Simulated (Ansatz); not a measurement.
C₂HO₂ (SMILES O=[C-]C=O), charge -1, singlet, at a GFN2-xTB geometry (a gas-phase anion, which may not be bound at this level); BHLYP/6-31G* (Ansatz, a first-principles code).

Here is a job for Ansatz.
Ansatz 0.2 input:
```yaml
crystal:
  periodic: [false, false, false]
  atoms:
    - {symbol: C, position_ang: [0.31713830, 0.54782505, -0.19540831]}
    - {symbol: C, position_ang: [-0.03599745, -0.70869134, 0.06198081]}
    - {symbol: O, position_ang: [0.81236598, 1.62949696, 0.08359265]}
    - {symbol: O, position_ang: [-1.13968581, -1.34581562, 0.02327185]}
    - {symbol: H, position_ang: [0.93171368, -1.30425298, -0.05435090]}
basis:
  gaussian:
    orbitals: 6-31G*
hamiltonian:
  xc: {name: BHLYP}
total_charge: -1
accuracy: high
```

Problem. Predict the main parts of the log of this Ansatz run.

Solution. 
```
Functional definition: BHLYP
1247 factors; integrals over basis functions are off by at most 3.2e-9 eV
mean field evaluation 1: about -6176.5466 eV, gradient 3.1e1 eV
mean field evaluation 2: about -6174.1340 eV, gradient 4.9e1 eV
mean field evaluation 4: about -6178.5994 eV, gradient 2.2e0 eV
mean field evaluation 8: about -6178.6121 eV, gradient 2.6e-1 eV
mean field evaluation 16: about -6178.6125 eV, gradient 2.9e-4 eV
mean field -6178.61246183 eV, -227.0598199583 hartree, gradient 7.3e-8 eV, S^2 0.000000; 0 other end points of the search recorded, 0 dependent functions left out
reference -6178.61247925 eV, -227.0598205983 hartree; 15, 15 occupied and 47, 47 virtual orbitals, 1247 factors
Total energy: -6178.61247925 eV, -227.0598205983 hartree
```
